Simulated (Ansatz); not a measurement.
Single points on MnMe2 (C2H6Mn).

```yaml
crystal:
  periodic: [false, false, false]
  atoms:
    - {symbol: Mn, position_ang: [-0.026266, -0.019792, -0.001054]}
    - {symbol: C, position_ang: [-0.016132, -0.091500, 2.062644]}
    - {symbol: H, position_ang: [0.023552, 0.908781, 2.511833]}
    - {symbol: H, position_ang: [0.847451, -0.643138, 2.454774]}
    - {symbol: H, position_ang: [-0.909453, -0.580733, 2.470399]}
    - {symbol: C, position_ang: [0.013279, 0.089376, -2.062757]}
    - {symbol: H, position_ang: [-0.873818, -0.361806, -2.524415]}
    - {symbol: H, position_ang: [0.882731, -0.426305, -2.489338]}
    - {symbol: H, position_ang: [0.058645, 1.125107, -2.422076]}
basis:
  gaussian: {orbitals: def2-TZVP, initial_orbitals: start.molden}
magnetization: {spin_polarized: true, initial_magnetization: 5}
hamiltonian: {xc: r2scan, dispersion: d4}
scf: {omitted_lower_state_checks: [starts]}
output: {forces: true, orbitals: {seedname: orbitals}}
```

The file start.molden holds the orbitals of an earlier run on this structure, at another level or in another basis.

```sh
$ ansatz run in.yaml --threads 4 --pin off --events-out ev --progress --plain --max-ram 3916MiB
```

Output, abridged:

```
Functional definition: r2SCAN
1066 factors; their error is unknown
mean field evaluation 1: about -33490.8047 eV, gradient 3.5e0 eV
mean field evaluation 2: about -33490.8636 eV, gradient 1.2e-1 eV
mean field evaluation 4: about -33490.8433 eV, gradient 1.1e-3 eV
mean field -33490.84327833 eV, -1230.7657895698 hartree, gradient 9.8e-6 eV, S^2 8.780234; 0 other end points of the search recorded, 0 dependent functions left out
reference -33490.84329878 eV, -1230.7657903213 hartree; 24, 19 occupied and 119, 124 virtual orbitals, 1066 factors
Total energy: -33490.87199551 eV, -1230.7668449065 hartree
Atom 0 at    -0.026266    -0.019792    -0.001054 Å, force     0.000690     0.000605     0.000019 eV/Å
Atom 1 at    -0.016132    -0.091500     2.062644 Å, force     0.000202     0.000407    -0.002436 eV/Å
Atom 2 at     0.023552     0.908781     2.511833 Å, force    -0.000318    -0.000702     0.000854 eV/Å
Atom 3 at     0.847451    -0.643138     2.454774 Å, force    -0.000443    -0.000095     0.000791 eV/Å
Atom 4 at    -0.909453    -0.580733     2.470399 Å, force     0.000231     0.000141    -0.000411 eV/Å
Atom 5 at     0.013279     0.089376    -2.062757 Å, force     0.000169     0.000196     0.002517 eV/Å
Atom 6 at    -0.873818    -0.361806    -2.524415 Å, force     0.000215     0.000100     0.000385 eV/Å
Atom 7 at     0.882731    -0.426305    -2.489338 Å, force    -0.000435    -0.000029    -0.000799 eV/Å
Atom 8 at     0.058645     1.125107    -2.422076 Å, force    -0.000309    -0.000623    -0.000921 eV/Å
Dipole moment:    -0.011526    -0.008713    -0.000463 e Å
Checks for a lower state left out: starts
```

It took 4.4 s on 4 threads of Arm Neoverse V1 on a shared host.

The first input with `gaussian: {orbitals: def2-TZVPD, initial_orbitals: start.molden}`, `output: {orbitals: {seedname: orbitals}}` (abridged; 5.5 s):

```
Functional definition: r2SCAN
mean field -33490.86190079 eV, -1230.7664739326 hartree, gradient 2.7e-5 eV, S^2 8.780214
Total energy: -33490.89062078 eV, -1230.7675293725 hartree
Checks for a lower state left out: starts
```

The first input with `hamiltonian: {xc: {name: r2SCANh}, dispersion: d4}`, `output: {orbitals: {seedname: orbitals}}` (abridged; 4.5 s):

```
Functional definition: r2SCANh
mean field -33490.52445083 eV, -1230.7540728752 hartree, gradient 1.8e-5 eV, S^2 8.781691
Total energy: -33490.55512559 eV, -1230.7552001518 hartree
Checks for a lower state left out: starts
```

The first input with `hamiltonian: {xc: pbe0, dispersion: d4}`, `output: {orbitals: {seedname: orbitals}}` (abridged; 2.3 s):

```
Functional definition: PBE0
mean field -33484.17436616 eV, -1230.5207115678 hartree, gradient 1.4e-5 eV, S^2 8.776706
Total energy: -33484.27496714 eV, -1230.5244085856 hartree
Checks for a lower state left out: starts
```

First input, but with `hamiltonian: {xc: {name: BHLYP}, dispersion: d4}`, `output: {orbitals: {seedname: orbitals}}` (abridged; 3.2 s):

```
Functional definition: BHLYP
mean field -33490.65680756 eV, -1230.7589368952 hartree, gradient 1.3e-5 eV, S^2 8.771523
Total energy: -33490.80959457 eV, -1230.7645517145 hartree
Checks for a lower state left out: starts
```

As the first input, with `gaussian: {orbitals: def2-TZVPD, initial_orbitals: start.molden}`, `hamiltonian: {xc: pbe, dispersion: d4}`, `output: {orbitals: {seedname: orbitals}}` (abridged; 2.7 s):

```
Functional definition: PBE
mean field -33482.91713995 eV, -1230.4745093568 hartree, gradient 1.7e-5 eV, S^2 8.770632
Total energy: -33483.03740468 eV, -1230.4789290039 hartree
Checks for a lower state left out: starts
```

As the first input, with `gaussian: {orbitals: def2-SVP, initial_orbitals: start.molden}`, `hamiltonian: {xc: pbe, dispersion: d4}`, `output: {orbitals: {seedname: orbitals}}` (abridged; 1.3 s):

```
Functional definition: PBE
mean field -33475.97868756 eV, -1230.2195259346 hartree, gradient 8.6e-6 eV, S^2 8.769906
Total energy: -33476.09894382 eV, -1230.2239452704 hartree
Checks for a lower state left out: starts
```

Geometry: r2SCAN-D4/def2-TZVP.
